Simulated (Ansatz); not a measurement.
A made-up structure of BH3SeO, closed shell:

| atom | x (Å) | y (Å) | z (Å) |
| --- | --- | --- | --- |
| B1 | -0.7508 | -0.0331 | -0.4847 |
| Se2 | 0.4352 | -1.1470 | 0.1099 |
| O3 | 0.9468 | 0.0548 | 1.1555 |
| H4 | -1.2339 | -0.6622 | -1.1724 |
| H5 | -0.9784 | 1.1911 | -0.1845 |
| H6 | 1.5811 | 0.5964 | 0.5762 |

It is relaxed with PBE-D4/def2-SVP and then PBE0-D4/def2-TZVP (Ansatz 0.2.0). Atoms count as bonded within 1.22 times the sum of their covalent radii (H–H: 0.88 Å). The end point is not checked to be a true minimum.

Task: Does its bonding change? (A judgement: the text doesn't fix the answer.)

Result: Computed: No: no bond forms or breaks.

Where it ends: The first stage lowers the energy by 2.09 eV in 7 steps. It ends as BH₃SeO ([BH2][Se][OH]):
```
6
angstrom
B -0.9195 -0.0602 -0.6065
Se 0.4770 -1.0516 0.1578
O 1.2336 0.1003 1.3227
H -1.5764 -0.6718 -1.3934
H -1.1043 1.0772 -0.3123
H 1.8895 0.6062 0.8317
```

Labels in which every atom is bracketed show which atoms are joined, not bond orders.

For scale, one of the runs: PBE0-D4/def2-TZVP relaxation, 128 basis functions, launched by `ansatz run in.yaml --threads 2 --pin off --events-out ev --progress --plain --max-ram 4352MiB`. Hardware: 2 CPU threads of an Arm Neoverse V1, shared host. Wall time about 36 s.
